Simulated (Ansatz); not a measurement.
The same group exchange along the group Mg, Zn, Cd.

Isolated molecules relaxed with PBE0-D4/def2-TZVP in Ansatz; ΔE leaves out vibrations. CCSD(T)/CBS is the MP2 limit (def2-TZVPP, def2-QZVPP) plus CCSD(T) − MP2 in def2-TZVPP, frozen cores. This one scheme is used for every species. DFT in def2-TZVPP. Elements past krypton have def2 core potentials. For Cd, Mg, Zn outer-core shells are correlated without core-valence functions, which leaves a few kJ/mol of doubt a bond. Scalar relativity is left out up to krypton. One conformer a species, not always the lowest.

```json
{"reaction": "`C[CH2][Mg][Cl]` + `C=CF` → `C[CH2][Mg][F]` + `C=CCl`", "RPA@PBE/def2-TZVPP (kJ/mol)": "8", "B97M-V (kJ/mol)": "17", "ωB97X-V (kJ/mol)": "13", "CCSD(T)/CBS(def2) (kJ/mol)": "4"}
{"reaction": "`C[CH2][Zn][Cl]` + `C=CF` → `C[CH2][Zn][F]` + `C=CCl`", "RPA@PBE/def2-TZVPP (kJ/mol)": "40", "B97M-V (kJ/mol)": "47", "ωB97X-V (kJ/mol)": "47", "CCSD(T)/CBS(def2) (kJ/mol)": "40"}
{"reaction": "`C[CH2][Cd][Cl]` + `C=CF` → `C[CH2][Cd][F]` + `C=CCl`", "RPA@PBE/def2-TZVPP (kJ/mol)": "60", "B97M-V (kJ/mol)": "66", "ωB97X-V (kJ/mol)": "67", "CCSD(T)/CBS(def2) (kJ/mol)": "62"}
```

Largest T1 diagnostic: 0.015, for `C[CH2][Zn][F]`.
